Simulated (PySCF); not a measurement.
Si(Br)(Me)(OH)2 (CH5BrO2Si), SMILES C[Si](O)(O)Br.

The structure is a stationary point at B3LYP-D3(BJ)/def2-SVP. This is a generated structure with no PubChem entry under its InChIKey; it may be hypothetical. One conformer was computed; it need not be the lowest.

Two levels are set side by side: TDDFT-PBE/def2-SVPD (PySCF) and TDDFT-PBE0/def2-SVPD (PySCF). Vertical, same geometry. The lowest singlet is HOMO→LUMO 98 % with PBE and HOMO−1→LUMO 89 % with the other functional; states are paired by order. Differences are taken from unrounded values.

```csv
quantity,TDDFT-PBE0,TDDFT-PBE,TDDFT-PBE minus TDDFT-PBE0
lowest singlet excitation (eV),7.19,6.31,-0.87
lowest triplet excitation (TDA) (eV),6.89,6.18,-0.71
first bright state (f over 0.05) (eV),7.22,6.89,-0.33
its oscillator strength,0.08,0.06,-0.02
```

Functionals without exact exchange tend to place singlet excitations lower, as here. Differences between two approximate levels are no errors against the true value.

Rough cost on one machine, each run with all the roots and properties that it gave: TDDFT-PBE0 against TDDFT-PBE about 5 times.
